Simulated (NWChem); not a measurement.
System: C3H4Cl2Si; SMILES C=C=C(Cl)[SiH2]Cl

Input file for NWChem:

```
start job
memory heap 200 mb stack 900 mb global 1100 mb
geometry units angstroms noautosym nocenter noautoz
  C      1.653483     2.676643     0.443947
  C      0.778376     1.745507     0.168497
  C     -0.057832     0.778243    -0.123243
  Cl    -1.785710     0.969677     0.085342
  Si     0.517916    -0.871487    -0.794452
  Cl     0.072784    -2.374631     0.552786
  H      2.094787     2.760066     1.443245
  H      1.965407     3.404233    -0.313338
  H      1.990634    -0.814074    -0.989778
  H     -0.200535    -1.171572    -2.061530
end
basis spherical
  * library def2-svp
end
dft
  xc pbe0
  iterations 150
end
cosmo
  do_cosmo_smd true
  solvent water
end
task dft energy
```

Output (shortened):

```
             Northwest Computational Chemistry Package (NWChem) 7.3.0
             --------------------------------------------------------

                             Geometry "geometry" -> ""
                             -------------------------

 Output coordinates in angstroms (scale by  1.889725989 to convert to a.u.)

  No.       Tag          Charge          X              Y              Z
 ---- ---------------- ---------- -------------- -------------- --------------
    1 C                    6.0000     1.65348300     2.67664300     0.44394700
    2 C                    6.0000     0.77837600     1.74550700     0.16849700
    3 C                    6.0000    -0.05783200     0.77824300    -0.12324300
    4 Cl                  17.0000    -1.78571000     0.96967700     0.08534200
    5 Si                  14.0000     0.51791600    -0.87148700    -0.79445200
    6 Cl                  17.0000     0.07278400    -2.37463100     0.55278600
    7 H                    1.0000     2.09478700     2.76006600     1.44324500
    8 H                    1.0000     1.96540700     3.40423300    -0.31333800
    9 H                    1.0000     1.99063400    -0.81407400    -0.98977800
   10 H                    1.0000    -0.20053500    -1.17157200    -2.06153000

 Effective nuclear repulsion energy (a.u.)     382.1564840774

                                 NWChem DFT Module
                                 -----------------

 Summary of "ao basis" -> "ao basis" (spherical)
 ------------------------------------------------------------------------------
       Tag                 Description            Shells   Functions and Types
 ---------------- ------------------------------  ------  ---------------------
 C                          def2-svp                 6       14   3s2p1d
 Cl                         def2-svp                 8       18   4s3p1d
 Si                         def2-svp                 8       18   4s3p1d
 H                          def2-svp                 3        5   2s1p

 in cosmo_initialize ...
 calling solv_data for solv:h2o

 solvent parameters
 solvname_short: h2o
 solvname_long:  water
 dielec:       78.4000
 dielecinf:     1.7769
 aqueous SMD model solvent descriptors
 dielec:       78.4000
 sola:          0.8200

          ---------------
          -cosmo- solvent
          ---------------
 Cosmo: York-Karplus, doi: 10.1021/jp992097l
 dielectric constant -eps-     =  78.40
 screen = (eps-1)/(eps    )    =   0.98724
 surface charge correction     = lagrangian

   van der Waals surface
 --------------------------

[...]

                                COSMO-SMD solvation results
                                ---------------------------

             internal energy in gas <Psi(g)|H|Psi(g)> =     -1325.570275589663
         internal energy in solvent <Psi(s)|H|Psi(s)> =     -1325.569072628570
                               delta internal energy  =         0.001202961093 (    0.75 kcal/mol)
   total free energy in solvent <Psi(s)|H+V/2|Psi(s)> =     -1325.575330453855
 polarization energy contribution <Psi(s)|V/2|Psi(s)> =        -0.006257825285 (   -3.93 kcal/mol)
    total free energy in solvent including G(SMD-CDS) =     -1325.568700227741
                       G(SMD-CDS) energy contribution =         0.006630226114 (    4.16 kcal/mol)
     1 M fixed-concentration free energy of solvation =         0.001575361922 (    0.99 kcal/mol)

                       DFT Final Molecular Orbital Analysis
                       ------------------------------------

 Vector   33  Occ=2.000000D+00  E=-3.219122D-01
              MO Center= -7.9D-01,  4.8D-01, -2.4D-02, r^2= 4.5D+00
   Bfn.  Coefficient  Atom+Function         Bfn.  Coefficient  Atom+Function
  ----- ------------  ---------------      ----- ------------  ---------------
    54      0.494058   4 Cl py               51      0.351173   4 Cl py
    55      0.217985   4 Cl pz               48      0.203548   4 Cl py
    89      0.189514   6 Cl px              107     -0.173769   9 H  s
    18      0.162067   2 C  px               52      0.156908   4 Cl pz
    33     -0.148321   3 C  py               86      0.134395   6 Cl px

 Vector   34  Occ=2.000000D+00  E=-2.963621D-01
              MO Center=  7.9D-01,  1.5D+00,  1.5D-01, r^2= 4.4D+00
   Bfn.  Coefficient  Atom+Function         Bfn.  Coefficient  Atom+Function
  ----- ------------  ---------------      ----- ------------  ---------------
     4      0.289107   1 C  px               19     -0.227761   2 C  py
     5     -0.221314   1 C  py               18      0.214781   2 C  px
     7      0.195574   1 C  px               21      0.194356   2 C  px
    53      0.167939   4 Cl px               90      0.154914   6 Cl py
    33      0.151072   3 C  py                8     -0.139982   1 C  py

 Vector   35  Occ=2.000000D+00  E=-2.772038D-01
              MO Center= -2.3D-01,  1.2D+00,  6.5D-02, r^2= 3.4D+00
   Bfn.  Coefficient  Atom+Function         Bfn.  Coefficient  Atom+Function
  ----- ------------  ---------------      ----- ------------  ---------------
    55      0.406857   4 Cl pz               34     -0.316454   3 C  pz
    20     -0.307722   2 C  pz               52      0.273301   4 Cl pz
    23     -0.206945   2 C  pz               37     -0.206967   3 C  pz
    49      0.158064   4 Cl pz               54     -0.157628   4 Cl py
    97      0.128058   7 H  s               102     -0.127992   8 H  s

 Vector   36  Occ=0.000000D+00  E=-3.183517D-02
              MO Center=  5.2D-01,  1.5D+00,  1.5D-01, r^2= 4.5D+00
   Bfn.  Coefficient  Atom+Function         Bfn.  Coefficient  Atom+Function
  ----- ------------  ---------------      ----- ------------  ---------------
    53      0.457770   4 Cl px               21      0.348696   2 C  px
     7     -0.320222   1 C  px                8      0.317902   1 C  py
    35      0.301928   3 C  px                4     -0.260367   1 C  px
    46      0.258596   4 Cl s                18      0.241469   2 C  px
    19     -0.239022   2 C  py                5      0.223355   1 C  py

 Vector   37  Occ=0.000000D+00  E=-2.348041D-02
              MO Center=  5.7D-01,  1.1D+00, -9.6D-02, r^2= 4.3D+00
   Bfn.  Coefficient  Atom+Function         Bfn.  Coefficient  Atom+Function
  ----- ------------  ---------------      ----- ------------  ---------------
    23      0.492372   2 C  pz               20      0.423421   2 C  pz
    37     -0.335327   3 C  pz               73     -0.321267   5 Si pz
    72      0.302350   5 Si py              103      0.263724   8 H  s
    34     -0.257654   3 C  pz               98     -0.258180   7 H  s
   113     -0.227015  10 H  s                82      0.202131   6 Cl s

 Vector   38  Occ=0.000000D+00  E= 4.017716D-02
              MO Center=  5.8D-01, -7.1D-01, -8.0D-01, r^2= 4.7D+00
   Bfn.  Coefficient  Atom+Function         Bfn.  Coefficient  Atom+Function
  ----- ------------  ---------------      ----- ------------  ---------------
    72     -1.286044   5 Si py               31      1.172609   3 C  s
    64     -0.403807   5 Si s                73     -0.361865   5 Si pz
    36     -0.326686   3 C  py               91      0.326979   6 Cl pz
   113     -0.328126  10 H  s                37     -0.298627   3 C  pz
    71      0.282675   5 Si px               69     -0.260749   5 Si py

     Multipole analysis of the density
     ---------------------------------

     L   x y z        total         alpha         beta         nuclear
     -   - - -        -----         -----         ----         -------
     0   0 0 0     -0.000000    -35.000000    -35.000000     70.000000

     1   1 0 0      1.080714      2.216981      2.216981     -3.353249
     1   0 1 0      0.923266      1.126840      1.126840     -1.330414
     1   0 0 1     -0.330206     -0.863974     -0.863974      1.397741

     2   2 0 0    -40.186839   -181.447341   -181.447341    322.707843
     2   1 1 0      4.285022    -10.052219    -10.052219     24.389460
     2   1 0 1      0.392632      3.022043      3.022043     -5.651454
     2   0 2 0    -39.746745   -392.374029   -392.374029    745.001314
     2   0 1 1      1.805657     -4.884441     -4.884441     11.574538
     2   0 0 2    -40.682512    -61.425313    -61.425313     82.168114
```

Level: PBE0/def2-SVP, SMD on the gas-phase geometry. Coordinates come from a PBE0/def2-SVP optimisation. Solvent: water.
